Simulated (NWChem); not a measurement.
CH2BrF; SMILES FCBr

```xyz
5

F      0.4146     1.9669     0.0000
C     -0.6149     1.0858     0.0000
Br     0.0630    -0.7684     0.0000
H     -1.2085     1.1967     0.9076
H     -1.2085     1.1967    -0.9076
```
Atoms are numbered in this order, from 1.

All runs: NWChem. Pople sets run with spherical d functions. Geometry: optimised at B3LYP/6-31G* (spherical d). B3LYP is NWChem's, with the RPA form of VWN correlation. GIAO values for the isolated, static molecule; σ is the absolute isotropic shielding, δ = σ(reference) − σ with the isolated reference molecule computed at the same levels (13C: tetramethylsilane, 19F: trichlorofluoromethane, 1H: tetramethylsilane). Spin-orbit effects, on the heavy nuclei and on their neighbours, are missing.

```csv
level,δ F1 (ppm),δ C2 (ppm),σ Br3 (ppm),δ H4 (ppm)
B3LYP/6-311G**,___,___,___,___
PBE/pcSseg-1,-207.5,103.7,1980.0,6.54
BHandHLYP/pcSseg-1,-182.3,94.4,2112.7,6.11
```

Complete the blanks.


- B3LYP/6-311G**, δ F1 (ppm): -198.3
- B3LYP/6-311G**, δ C2 (ppm): 98.8
- B3LYP/6-311G**, σ Br3 (ppm): 2002.9
- B3LYP/6-311G**, δ H4 (ppm): 6.17
